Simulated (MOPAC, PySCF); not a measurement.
H₃AlGe, SMILES `[AlH2][GeH]` (singlet; the order of the spin states depends on the level), neutral singlet in the gas phase. This singlet lies 0.24 eV below the relaxed triplet at the level composite: frozen-core CCSD(T) with HF/cc-pVQZ and the correlation energy extrapolated as X^-3 from cc-pVTZ and cc-pVQZ, plus CCSDT(Q) minus CCSD(T) in cc-pVDZ // PBE0-D3(BJ)/def2-TZVP (Ansatz); other levels give the other order.

Cartesian coordinates (Å):
SMILES: [AlH2][GeH]
```xyz
5

Al    -0.6721     0.1292     0.1189
Ge     1.6030    -0.5971     0.9136
H     -1.6981    -0.9251    -0.5039
H     -1.0873     1.6717     0.1216
H      1.8546    -0.2787    -0.6502
```
Charge 0, multiplicity 1.

All levels are single points at this geometry (PBE0-D3(BJ)/def2-TZVP); Pople sets use spherical d functions. Orbital energies aren't observables, and empty levels follow the basis.

```csv
level,HOMO (eV),LUMO (eV),gap (eV),dipole (D),"vertical IE, Delta-SCF (eV)"
PBE0-D3(BJ)/def2-TZVP in PySCF,-6.23,-3.28,2.94,0.52,–
B3LYP/3-21G in PySCF,-5.94,-3.37,2.57,0.40,–
B3LYP/6-31G* in PySCF,-5.98,-3.45,2.53,0.34,8.28
HF/6-31G* in PySCF,-8.20,-0.11,8.09,0.27,7.38
AM1 in MOPAC,-8.16,-2.00,6.16,1.30,–
PM7 in MOPAC,-9.84,-2.93,6.91,8.41,–
```
